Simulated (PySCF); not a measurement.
Vertical excitations of a molecule C4H5F from TDA-ωB97X/def2-SVPD (PySCF 2.14.0), as energy in eV (oscillator strength): 5.30 (0.001), 6.69 (0.000), 7.50 (0.012), 7.66 (0.186), 8.05 (0.142), 8.35 (1.292), 9.06 (0.065), 9.22 (0.035), 9.23 (0.066), 9.29 (0.007). Lowest triplet (TDA): 4.38 eV. Coordinates come from a PBE0-D3(BJ)/def2-SVP optimisation. One conformer was computed; it need not be the lowest.

### Question
Pick the molecule that these values belong to.
(A) C#C[C@H](C)F
(B) F[C@H]1C=CC1
(C) C=C/C=C/F
(D) CC=C=CF

### Answer
D, CC=C=CF
